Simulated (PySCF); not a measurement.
Cartesian coordinates in Å; atom numbers follow the order of the lines, from 1:
```xyz
25

C    -2.7148    1.1987   -0.8565
C    -2.0013    0.2045    0.0574
C    -2.9680   -0.7837    0.7084
Si   -0.6292   -0.7013   -0.8559
C     0.5080   -1.7287    0.2638
C     1.9328   -1.6325   -0.3272
Si    2.0950    0.1089   -1.0630
C     2.6822    1.3853    0.1701
O     0.4883    0.3942   -1.4774
H    -3.4803    1.7705   -0.3052
H    -2.0093    1.9174   -1.3007
H    -3.2275    0.6820   -1.6852
H    -1.4864    0.7725    0.8560
H    -3.4717   -1.4091   -0.0478
H    -2.4604   -1.4618    1.4132
H    -3.7582   -0.2572    1.2696
H    -1.2227   -1.5042   -1.9742
H     0.4803   -1.2653    1.2669
H     0.1784   -2.7716    0.3984
H     2.7128   -1.8762    0.4129
H     2.0491   -2.3573   -1.1518
H     2.9499    0.1562   -2.2875
H     2.5732    2.4028   -0.2365
H     3.7435    1.2309    0.4224
H     2.0968    1.3284    1.1015
```

Geometry: PBE0-D3(BJ)/def2-SVP; GIAO shifts from PySCF 2.14.0 with density-fitted response routines, gas phase, non-relativistic, averaged over equivalent atoms.

At PBE0/pcSseg-1 (247 basis functions, 62 s wall time on 1 thread of an Arm Neoverse V1, shared host):
| atoms | δ (ppm) |
| --- | --- |
| C2 | 19.1 |
| C1 | 18.6 |
| C3 | 16.0 |
| C6 | 9.9 |
| C5 | 7.9 |
| C8 | 0.2 |
| Si4 | 24.1 |
| Si7 | 18.7 |
| O9 | 61.1 |
| H22 | 5.11 |
| H17 | 4.61 |
| H10/H11/H12 | 1.23 |
| H19 | 0.99 |
| H14/H15/H16 | 0.88 |
| H20 | 0.86 |
| H21 | 0.84 |
| H13 | 0.53 |
| H18 | 0.47 |
| H23/H24/H25 | 0.15 |

References, each an isolated molecule treated in the same way: ¹³C (σ = 184.41 ppm), ²⁹Si (σ = 351.99 ppm), ¹H (σ = 31.27 ppm) against TMS; ¹⁷O (σ = 334.56 ppm) against H2O.

Q: Estimate the result of repeating the calculation with B3LYP/pcSseg-1.

A: 
```tsv
atoms	δ at B3LYP/pcSseg-1	change
C2	21.0	+1.9
C1	19.3	+0.7
C3	16.6	+0.6
C6	10.7	+0.8
C5	8.7	+0.8
C8	0.1	-0.1
Si4	21.1	-3.0
Si7	14.8	-3.9
O9	64.4	+3.3
H22	5.02	-0.09
H17	4.52	-0.09
H10/H11/H12	1.24	+0.01
H19	0.99	+0.00
H14/H15/H16	0.90	+0.02
H20	0.85	-0.01
H21	0.80	-0.04
H13	0.52	-0.01
H18	0.44	-0.03
H23/H24/H25	0.14	-0.01
```

δ = σ(ref) − σ, references computed at the same level: TMS for ¹³C (σref 179.24) and ²⁹Si (σref 337.86) and ¹H (σref 31.38); ¹⁷O (σref 334.04) vs H2O.

The largest change is at Si7 (silicon bonded to 2 C, O, H, in a 5-membered ring). Cost: 247 basis functions, 56 s wall time on 1 thread of an Arm Neoverse V1, shared host. The order of the carbon signals is the same at both levels.

Experimental scales use liquid or dissolved standards, which lie at an offset from isolated H2O (liquid H2O: subtract about 36 ppm).
